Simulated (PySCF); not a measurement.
Assignment exercise: C5H10OSi

Numbering as in the mapped SMILES `[CH2:1]=[CH:2][C@H:3]1[CH2:4][Si@@H:5]([OH:6])[CH2:7]1`. Hydrogens are named by the atom that carries them. Ha(C4), Ha(C7) are cis to C2 on the ring; Ha(C1) is cis to C3; Hb(C4), Hb(C7) are trans to C2 on the ring; Hb(C1) is trans to C3.

One conformer, averaged over atoms made equivalent by symmetry, fast rotation or ring inversion, relativity neglected, in vacuum. Geometry from GFN2-xTB; σ from GIAO-PBE0/pcSseg-1; PySCF 2.14.0 with density-fitted response routines.

δ = σ(ref) − σ, references computed at the same level: TMS for 13C and 1H.

Question: Assign these signals to the numbered atoms. 13C{1H} NMR (computed): δ 155.6, 116.5, 34.0, 33.7.

Answer: 
| δ (ppm) | atoms | environment | reason |
| --- | --- | --- | --- |
| 155.6 | C2 | alkene CH | an sp2 carbon of a C=C bond |
| 116.5 | C1 | terminal =CH2 carbon | as expected for a trigonal carbon in a double bond |
| 34.0 | C4/C7 | sp3 CH2 bonded to Si | – |
| 33.7 | C3 | allylic sp3 CH | aliphatic region, no heteroatom directly attached |

C4/C7 and C3 lie closer than the usual error of such a calculation, so a measured spectrum could show them in the other order.

Question: Assign these signals to the numbered atoms. 1H NMR (400 MHz, computed): δ 5.97 (m, 1H), 5.14 (m, 1H), 5.11 (m, 1H), 5.04 (m, 1H), 2.41 (m, 1H), 2.01 (m, 2H), 1.75 (br s, 1H), 1.35 (m, 2H).

Answer: 
5.97 → H(C2), hydrogen on an alkene CH: olefinic region
5.14 → Ha(C1), hydrogen on a terminal =CH2 carbon: olefinic region
5.11 → H(Si5), hydrogen on a silicon bonded to 2 C, O, in a 4-membered ring
5.04 → Hb(C1), hydrogen on a terminal =CH2 carbon: a vinylic proton, deshielded by the sp2 carbon and the C=C anisotropy
2.41 → H(C3), hydrogen on an allylic sp3 CH: allylic position
2.01 → Hb(C4)/Hb(C7), hydrogen on an sp3 CH2 bonded to Si
1.75 → H(O6), hydrogen on an oxygen bonded to Si: labile proton, position sensitive to the medium
1.35 → Ha(C4)/Ha(C7), hydrogen on an sp3 CH2 bonded to Si

Ha(C1) and H(Si5); H(Si5) and Hb(C1) lie closer than the usual error of such a calculation, so a measured spectrum could show them in the other order.

The OH or NH signal is concentration- and solvent-dependent in practice; the value given is the gas-phase one. Shifts are as computed. Against solution values, carbons near 30 ppm lie about +3 ppm off and those near 130 ppm about +5 ppm. Of 1211 compounds with measured shifts, 218 miss one by over three times the rms of a fit or turn the order of signals round; such compounds aren't used in these exercises. No couplings were computed; multiplicities are counted from neighbouring protons, with m where these are inequivalent, close in shift, in a saturated or five-membered ring or joined by F or P, and br s for small geminal =CH2 splittings.
